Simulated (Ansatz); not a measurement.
Geometry optimisation, RKS B3LYP/def2-mTZVP in Ansatz 0.2.0.

The input (input.yaml):

```yaml
crystal:
  periodic: [false, false, false]
  atoms:
    - { symbol: O, position_ang: [-0.8416, 0.3042, -0.6024] }
    - { symbol: Ge, position_ang: [-0.2435, -0.4608, 0.843] }
    - { symbol: F, position_ang: [1.3531, -1.0348, 0.5039] }
    - { symbol: H, position_ang: [-0.2125, 1.1311, -0.7647] }
basis:
  gaussian: { orbitals: def2-mTZVP }
hamiltonian:
  xc: b3lyp
relax:
  f_tol: 0.02
  max_steps: 40
scf:
  lower_state_search: "off"
```

Launched with:

```bash
$ ansatz run input.yaml --threads 2 --pin off --max-ram 3072MiB --backend cpu --events-out ev --progress --plain --runs-dir out
```

Where does it end, and by what steps?

It converged. After 7 steps the energy has fallen by 0.618 eV; H4 moved furthest, 0.34 Å.

| step | energy less start (eV) | largest force component (eV/Å) | accepted |
| --- | --- | --- | --- |
| 0 | 0.0000 | 3.327 | yes |
| 1 | -0.3695 | 2.484 | yes |
| 2 | -0.4356 | 2.927 | yes |
| 3 | -0.5435 | 1.967 | yes |
| 4 | -0.6080 | 0.277 | yes |
| 5 | -0.6155 | 0.237 | yes |
| 6 | -0.6181 | 0.044 | yes |
| 7 | -0.6182 | 0.004 | yes |

```xyz
4
Properties=species:S:1:pos:R:3
O -0.827 0.547 -0.385
Ge -0.394 -0.699 0.824
F 1.353 -0.771 0.452
H -0.076 0.863 -0.912
```

Whether the end is a true minimum wasn't checked by a vibrational analysis.

Time of the run: 13 s on 2 threads of Arm Neoverse N1, with other jobs on the host, peak memory 0.14 GiB.
